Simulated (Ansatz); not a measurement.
Total energies of CH4AlClSi.

Cartesian coordinates in Å:
```
Cl -0.162 -0.795 1.854
C -0.373 0.573 0.598
Al 1.421 -0.127 0.200
Si -0.529 -0.340 -1.068
H -0.980 1.350 1.050
H 2.906 0.043 0.691
H -0.730 0.709 -2.107
H -1.554 -1.412 -1.217
```

Total charge 0; spin multiplicity 1. The bonds changed during the relaxation, so this is another structure than the one it started from. The structure was optimised at the PBE0-D4/def2-TZVP level. Basis def2-TZVPP, Ansatz.

RPA on PBE orbitals: Hartree–Fock energy of these orbitals -1030.46625 Eh, correlation -0.98164 Eh (frozen core).

```csv
functional,energy without D4 (Eh),D4 term (kJ/mol)
LDA (SPW92),-1028.54467,–
PBE,-1032.09227,-20.6
revPBE,-1032.41389,-55.0
B97M-V,-1032.37513,–
PBE0,-1032.18443,-17.4
r2SCAN0,-1032.49582,-5.6
HSE06 (plane-wave form),-1032.16171,-16.4
BHLYP,-1032.58907,-29.4
CAM-B3LYP,-1032.61342,-18.0
LC-ωPBE,-1032.28768,–
```

Question: Give the same for BLYP, r2SCAN, B3LYP, r2SCANh, ωB97X-V, ωB97M-V, B2PLYP, PBE-QIDH. (Best estimate.)

Answer: Ansatz gave: 
| functional | energy without D4 (Eh) | D4 term (kJ/mol) |
| --- | --- | --- |
| BLYP | -1032.59156 | -44.7 |
| r2SCAN | -1032.51315 | -4.5 |
| B3LYP | -1032.67733 | -33.9 |
| r2SCANh | -1032.50582 | -5.0 |
| ωB97X-V | -1032.45339 | – |
| ωB97M-V | -1032.53577 | – |
| B2PLYP | -1032.21046 | – |
| PBE-QIDH | -1031.91766 | – |

B3LYP takes the VWN-RPA correlation (the form of Gaussian; ORCA's B3LYP/G). HSE06 is the plane-wave form, built on full-range PBE exchange. The double hybrids freeze the cores in their second-order part.

LC-ωPBE has ω = 0.4 bohr⁻¹.
